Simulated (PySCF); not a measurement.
**S (sulfur, neutral) across methods**

[Ne] 3s2 3p3 4s1, high-spin 5S determinant (an excited configuration). All numbers are calculated (PySCF 2.14, the spin-free X2C one-electron Hamiltonian (Gaussian nucleus), in aug-cc-pVTZ-DK).

```tsv
method	E (hartree)	mean ε 3s β (eV)	mean ε 3p α (eV)	mean ε 4s α (eV)	Σ⟨r²⟩ (bohr²)	⟨S²⟩
PBE	-398.7876	-19.309	-11.951	-1.624	45.03	6.000
LC-wPBE	-398.8346	-23.775	-16.470	-3.492	45.17	6.000
HSE06	-398.8376	-20.293	-13.091	-1.766	45.03	6.000
UHF	-398.36596	-23.125	-17.443	-3.146	45.55	6.000
LDA	-397.5581	-19.574	-11.946	-1.743	44.96	6.000
r2SCAN	-398.9215	-19.371	-12.553	-1.627	45.27	6.000
PBE0	-398.8182	-20.667	-13.508	-2.090	45.09	6.000
BHandHLYP	-398.9585	-22.157	-14.693	-2.322	45.10	6.000
```

Q: Estimate the same row for CAM-B3LYP.

A: E (hartree) = -398.9650; mean ε 3s β (eV) = -22.452; mean ε 3p α (eV) = -14.735; mean ε 4s α (eV) = -2.722; Σ⟨r²⟩ (bohr²) = 45.01; ⟨S²⟩ = 6.000.

The outer electron is Rydberg-like, and this basis confines it to a smaller radius and binds it less than a complete one would.
